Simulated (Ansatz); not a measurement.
Calculated with Ansatz (gas phase, PBE0-D4/def2-TZVP geometries, no zero-point term in ΔE). CCSD(T)/CBS adds triple-zeta CCSD(T) − MP2 to the extrapolated MP2 energy (def2 sets, frozen cores). This one scheme is used for every species, atoms too. Functionals use def2-TZVPP. No spin–orbit coupling; open shells (•) take unrestricted orbitals. Spin–orbit coupling would lower the free atoms: a little for B, Si. Elements past krypton have def2 core potentials. Bonds to Sb are less sure, by a few kJ/mol each and by 10 to 20 or more in all where they break to atoms, as the def2 sets lack core-valence functions. One conformer a species, not always the lowest.

Consider the atomization: `N[B]([SiH3])[SbH2]` → B• + 7 H• + N• + Sb• + Si•.

```tsv
species	BLYP-D4 energy (Eh)
`N[B]([SiH3])[SbH2]`	-613.53949
B•	-24.65148
H•	-0.49755
N•	-54.58940
Sb•	-240.16346
Si•	-289.37742
```

(1) Work out ΔE.

Largest T1 diagnostic among the species: 0.014.

## Answers

(1) ΔE = 7 × (-0.49755) + (-24.65148) + (-54.58940) + (-240.16346) + (-289.37742) − (-613.53949) = 1.27488 Eh = +800.0 kcal/mol. CCSD(T)/CBS gives +795.2 kcal/mol.

The D4 term adds +10.1 kcal/mol with B3LYP and +5.3 kcal/mol with PBE0; it sums over pairs of atoms, weighted by their polarisabilities, and B3LYP, whose exchange is more repulsive, gets the larger term. In def2-TZVPP, CCSD(T) changes the Hartree–Fock value by +207.9 kcal/mol (the triples alone add +11.3 kcal/mol) and MP2 by +202.7 kcal/mol; breaking electron pairs costs correlation energy, which Hartree–Fock lacks. From BLYP to BHLYP (50 % exact exchange), in def2-TZVPP and without D4, ΔE moves by −11.8 kcal/mol: exact exchange takes away binding that semilocal exchange gives to molecules.

B3LYP here is the variant with VWN-RPA as its local correlation; programs differ in this.

For atomizations the MP2-based limit and the directly extrapolated one differ by several kJ/mol either way, and by 10 to 25 for some Ge, Se and Sn compounds, so smaller differences from it don't rank the levels.
